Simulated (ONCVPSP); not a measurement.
**Potentials for nitrogen (N) compared**

Generated with ld1.x 7.5 (TM, RRKJ, ultrasoft, PAW), atompaw 4.2 or ONCVPSP 4.0.1. The cutoff is in Ry: for ld1.x and atompaw files where the sum of valence levels is converged to 10 mRy in a Bessel basis, for ONCV files where the hardest occupied wave has 1 mHa per electron of residual kinetic energy. The error is the largest all-electron minus pseudo excitation energy over each file’s own four to seven test configurations (ionisations up to +4, promotions, holes and added fractions of an electron), all of which were solved. The labels leave out finer settings (local radius, basis sizes, second energies), which also bear on the numbers. Spin-polarised tests are not counted. The rows are a selection from randomly drawn settings: files with unsolved tests, undetermined cutoffs or missed reference levels are left out.

A true bound ghost makes a file unfit for plane-wave use even where its test errors are small: the radial tests pick states by their node count and pass the ghost by.

```tsv
potential	cutoff (Ry)	largest error (meV)	bound ghosts
ONCV, PBE, scalar-relativistic, rc 0.90/2.05 (sp), local smoothed, core correction yes, reference 2s1.5 2p3.5, qcut 6.4/6, projectors 2/2	116	+882	none
ONCV, revPBE, fully relativistic, rc 0.85/1.95/1.75 (spd), local smoothed, core correction yes, reference 2s1.5 2p3.5, qcut 9.8/5.5/6.3, projectors 2/3/1	64	+555	none
ONCV, PBEsol, scalar-relativistic, rc 0.80/1.40 (sp), local smoothed, core correction yes, reference 2s2 2p2.5, qcut 9.7/9.8, projectors 2/2	66	+44	none
ONCV, PBE, scalar-relativistic, rc 1.00/2.40/2.25 (spd), local smoothed, core correction yes, reference 2s1.5 2p3.5, qcut 7.7/7.1/4.5, projectors 2/2/2	57	+2939	none
ONCV, PBE, scalar-relativistic, rc 0.80/2.35/2.20 (spd), local s, core correction yes, reference 2s2 2p2, qcut 10.2/7.3/4.2, projectors 0/2/2	64	+2857	none
ONCV, PBE, scalar-relativistic, rc 0.80/1.80 (sp), local smoothed, core correction no, reference 2s1.5 2p3.5, qcut 6.6/6.6, projectors 2/2	97	+1586	none
ONCV, PBEsol, scalar-relativistic, rc 0.70/1.90 (sp), local smoothed, core correction no, reference 2s2 2p2, qcut 8.8/8.2, projectors 1/2	97	+1551	none
```

Q: Fill in the row for N: ONCV, LDA (Perdew-Zunger), scalar-relativistic, rc 0.90/2.50/2.35 (spd), local smoothed, core correction yes, reference 2s2 2p3, qcut 7.7/4.5/4.5, projectors 3/2/2.

A: cutoff 57 Ry, largest error +4408 meV, bound ghosts: s.

Q: Fill in the row for N: ONCV, PBE, scalar-relativistic, rc 0.80/1.70 (sp), local smoothed, core correction yes, reference 2s2 2p3, qcut 10/8.6, projectors 2/3.

A: cutoff 63 Ry, largest error +825 meV, bound ghosts: none.
